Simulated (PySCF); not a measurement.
Isomers of C6H13OP, mass 132.070 u with the commonest isotopes. Method: PBE0-D3(BJ)/def2-SVP geometry optimisation, gas phase (PySCF). One conformer each, none proved a minimum here; rigid rotors.

Question: Order these by rotational constant A, smallest first.
A. `[CH3:1][C@@H:2]1[CH2:3][C@@H:4]([CH3:5])[P@H:6](=[O:7])[CH2:8]1` with C1–C2–C3–C4 -73°, C2–C3–C4–C5 -156°, C3–C4–P6–O7 127°, C4–P6–C8–C2 24°
B. `[CH3:1][C@@H:2]1[CH2:3][CH2:4][P@@H:5](=[O:6])[C@@H:7]1[CH3:8]` with C1–C2–C3–C4 -177°, C2–C3–C4–P5 33°, C3–C4–P5–O6 -133°, C4–P5–C7–C8 105°
C. `[CH3:1][C@@H:2]1[CH2:3][CH2:4][C@@H:5]([CH3:6])[PH:7]1=[O:8]` with C1–C2–C3–C4 -158°, C2–C3–C4–C5 49°, C3–C4–C5–C6 -165°, C4–C5–P7–O8 140°

Answer: A (2032 MHz), C (2408 MHz), B (2621 MHz).

Question: Order these by rotational constant B, largest first.
A. `[CH3:1][C@@H:2]1[CH2:3][CH2:4][C@@H:5]([CH3:6])[PH:7]1=[O:8]` with C1–C2–C3–C4 -158°, C2–C3–C4–C5 49°, C3–C4–C5–C6 -165°, C4–C5–P7–O8 140°
B. `[CH3:1][C@@H:2]1[CH2:3][C@@H:4]([CH3:5])[P@H:6](=[O:7])[CH2:8]1` with C1–C2–C3–C4 -73°, C2–C3–C4–C5 -156°, C3–C4–P6–O7 127°, C4–P6–C8–C2 24°
C. `[CH3:1][C@@H:2]1[CH2:3][CH2:4][P@@H:5](=[O:6])[C@@H:7]1[CH3:8]` with C1–C2–C3–C4 -177°, C2–C3–C4–P5 33°, C3–C4–P5–O6 -133°, C4–P5–C7–C8 105°

Answer: B (1720 MHz), A (1572 MHz), C (1357 MHz).

Question: Order these by rotational constant C, largest first.
A. `[CH3:1][C@@H:2]1[CH2:3][CH2:4][C@@H:5]([CH3:6])[PH:7]1=[O:8]` with C1–C2–C3–C4 -158°, C2–C3–C4–C5 49°, C3–C4–C5–C6 -165°, C4–C5–P7–O8 140°
B. `[CH3:1][C@@H:2]1[CH2:3][CH2:4][P@@H:5](=[O:6])[C@@H:7]1[CH3:8]` with C1–C2–C3–C4 -177°, C2–C3–C4–P5 33°, C3–C4–P5–O6 -133°, C4–P5–C7–C8 105°
C. `[CH3:1][C@@H:2]1[CH2:3][C@@H:4]([CH3:5])[P@H:6](=[O:7])[CH2:8]1` with C1–C2–C3–C4 -73°, C2–C3–C4–C5 -156°, C3–C4–P6–O7 127°, C4–P6–C8–C2 24°

Answer: C (1198 MHz), B (1114 MHz), A (1053 MHz).

| SMILES | point group | Ia (u·Å²) | Ib (u·Å²) | Ic (u·Å²) | κ | μa (D) | μb (D) | μc (D) |
| --- | --- | --- | --- | --- | --- | --- | --- | --- |
| C[C@@H]1CC[C@@H](C)[PH]1=O | C1 | 209.85 | 321.59 | 480.04 | -0.23 | 1.08 | 3.68 | 1.36 |
| C[C@@H]1CC[P@@H](=O)[C@@H]1C | C1 | 192.81 | 372.46 | 453.69 | -0.68 | 3.70 | 0.60 | 2.10 |
| C[C@@H]1C[C@@H](C)[P@H](=O)C1 | C1 | 248.65 | 293.75 | 421.76 | 0.25 | 0.86 | 3.48 | 2.01 |
